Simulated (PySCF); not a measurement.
C₄H₅NO₂S₂.
Structure used (GFN2-xTB), in Å, numbered top down from 1:
```xyz
14
C4H5NO2S2 angstrom
C     -1.8962   -0.3576    0.7266
S     -0.9931    0.1833   -0.7499
O     -1.3582    1.5401   -1.0444
O     -1.1456   -0.8113   -1.7725
C      0.7043    0.1707   -0.2048
C      1.5081   -0.9817   -0.0941
N      2.7221   -0.7763    0.3368
S      2.9872    0.8050    0.6279
C      1.4094    1.2785    0.1704
H     -1.5517   -1.3488    0.9905
H     -2.9494   -0.3764    0.4752
H     -1.7079    0.3549    1.5192
H      1.1910   -1.9776   -0.3461
H      1.0794    2.2965    0.1832
```

Computed at PBE0/pcSseg-1 (PySCF, non-relativistic), with Q(33S) = −0.0678 b, Q(17O) = −0.0256 b, Q(14N) = 0.02044 b: S2, 33S (I = 3/2): χzz = -4.703 MHz, η = 0.967; O3, 17O (I = 5/2): χzz = -8.117 MHz, η = 0.112; O4, 17O (I = 5/2): χzz = -8.017 MHz, η = 0.134; N7, 14N (I = 1): χzz = -4.723 MHz, η = 0.301; S8, 33S (I = 3/2): χzz = -34.64 MHz, η = 0.435.

**Question.** Where would the pure quadrupole (NQR) lines of 33S at S2 fall for the rigid, isolated species?

**Answer.** From ν = (|χ|/2)√(1 + η²/3): ν = 2.693 MHz (sulfonyl sulfur).

**Question.** Find the zero-field quadrupole resonance frequencies of 17O at O3.

**Answer.** From the eigenvalues of H = χ/[4I(2I − 1)] × [3Iz² − I(I + 1) + η(Ix² − Iy²)], steps between neighbouring levels, labelled as for η = 0: ±1/2↔±3/2 1.234 MHz, ±3/2↔±5/2 2.429 MHz (sulfonyl oxygen).

**Question.** Where would the pure quadrupole (NQR) lines of 17O at O4 fall for the rigid, isolated species?

**Answer.** From the eigenvalues of H = χ/[4I(2I − 1)] × [3Iz² − I(I + 1) + η(Ix² − Iy²)], steps between neighbouring levels, labelled as for η = 0: ±1/2↔±3/2 1.226 MHz, ±3/2↔±5/2 2.397 MHz (sulfonyl oxygen).

**Question.** Find the zero-field quadrupole resonance frequencies of 14N at N7.

**Answer.** From ν± = (3/4)|χ|(1 ± η/3) and ν0 = |χ|η/2: ν+ 3.898 MHz, ν− 3.186 MHz, ν0 0.711 MHz (pyridine-type nitrogen).

**Question.** Find the zero-field quadrupole resonance frequencies of 33S at S8.

**Answer.** From ν = (|χ|/2)√(1 + η²/3): ν = 17.86 MHz (ring sulfur).

In a crystal, neighbours and librations shift these lines. GFN2-xTB bond lengths can be off by several hundredths of an ångström, more for odd bonds, and the gradients follow them. These gradients aren't converged with respect to the basis.

The run behind these numbers computed NMR shieldings as well. On one thread of an Arm Neoverse V2, shared host, this took 28 s of wall time and 0.84 GiB of memory at its peak.

One conformer stands for the species.
